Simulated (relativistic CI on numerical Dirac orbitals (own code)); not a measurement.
Computed by Dirac-Coulomb-Breit CI, KLI orbitals optimised for each configuration, model QED (radiative potential, 1s self-energy scaled to tabulated hydrogen-like ionisation energies), unscaled Slater integrals (own radial code, finite nucleus).

Configurations in the expansion: 1s2, 1s 2s, 1s 2p, 1s 3s, 1s 3p, 1s 3d, 1s 4s, 1s 4p, 1s 4d, 1s 4f, 1s 5s, 1s 5p, 1s 5d, 1s 5f, 1s 5g, 1s 6s, 1s 6p, 1s 6d. Levels of other configurations are missing.

At this charge energies of transitions that change n are usually good to better than 1 %, and those within a shell (Δn = 0) to a few per cent.

Outline of the computed level scheme of Ru XLIII. Lowest level of each configuration: 1s2 1S_0 at 0.0 eV; 1s 2s 3S_1 at 19655.3 eV; 1s 2p 3P°_0 at 19714.8 eV; 1s 3s 3S_1 at 23338.2 eV; 1s 3p 3P°_0 at 23354.5 eV; 1s 3d 3D_2 at 23408.8 eV; 1s 4s 3S_1 at 24613.4 eV; 1s 4p 3P°_0 at 24620.1 eV; 1s 4d 3D_2 at 24642.9 eV.

Some strong electric-dipole decays among the lowest 27 levels: 1s 2p 1P°_1 → 1s2 1S_0 (3.2e+15 s⁻¹); 1s 2p 3P°_1 → 1s2 1S_0 (1.2e+15 s⁻¹); 1s 3p 1P°_1 → 1s2 1S_0 (8.8e+14 s⁻¹); 1s 4p 1P°_1 → 1s2 1S_0 (3.6e+14 s⁻¹); 1s 3p 3P°_1 → 1s2 1S_0 (3.1e+14 s⁻¹); 1s 3d 3D_3 → 1s 2p 3P°_2 (2.2e+14 s⁻¹); 1s 3d 1D_2 → 1s 2p 1P°_1 (2.0e+14 s⁻¹); 1s 3d 3D_2 → 1s 2p 3P°_1 (1.9e+14 s⁻¹).

LS names give the leading component of a level, which can be under half, so a name can repeat, a term be missing and a line seem to break the LS rules.
